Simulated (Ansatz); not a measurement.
Frontier orbitals of `CCN(C)B(F)F`.

Total charge 0; spin multiplicity 1. The geometry is a stationary point of PBE0-D4/def2-TZVP. It is one conformer, not always the lowest. Basis def2-TZVPP, the Gaussian-basis code of Ansatz.

| functional | HOMO (eV) | LUMO (eV) | gap (eV) |
| --- | --- | --- | --- |
| PBE | -5.95 | 0.05 | 6.00 |
| revPBE | -5.89 | 0.15 | 6.04 |
| BLYP | -5.85 | 0.04 | 5.89 |
| PBE0 | -7.31 | 0.83 | 8.14 |
| B3LYP | -7.10 | 0.49 | 7.59 |
| ωB97M-V | -9.61 | 2.15 | 11.76 |

A quarter of exact exchange (PBE0) shifts PBE's HOMO by −1.35 eV and its LUMO by +0.78 eV; full exchange at long range (ωB97M-V) shifts them by −3.66 and +2.10 eV. The gap opens from 6.01 to 11.76 eV, since occupied levels lose self-interaction and empty ones feel all the electrons. A positive LUMO is unbound and depends on the basis.

B3LYP here is the variant with VWN-RPA as its local correlation; programs differ in this.
